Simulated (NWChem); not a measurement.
A series in which one site is exchanged, each optimised at PBE0/def2-SVP with NWChem, gas phase unless a solvent is named. This build's default masses of Se (78.918 u) and Br (79.917 u) are each other's, which moves their modes by up to 0.6 %.

A: [GaH2][SeH] (GaH₃Se; site = Ga)
B: [AlH2][SeH] (AlH3Se; site = Al)
C: [SeH]B (BH₃Se; site = B)

```json
[
 {"quantity": "dipole (D), PBE0/def2-SVP", "A": "0.97", "B": "0.88", "C": "___"},
 {"quantity": "vertical ionisation energy, ΔSCF, B3LYP/def2-SVP (eV)", "A": "9.60", "B": "9.74", "C": "___"},
 {"quantity": "static polarisability, B3LYP/def2-SVPD (bohr³)", "A": "63.0", "B": "61.2", "C": "___"}
]
```

Problem. Some entries are withheld; supply them.

Solution. 
- dipole (D), PBE0/def2-SVP, C: 0.80
- vertical ionisation energy, ΔSCF, B3LYP/def2-SVP (eV), C: 10.36
- static polarisability, B3LYP/def2-SVPD (bohr³), C: 45.4
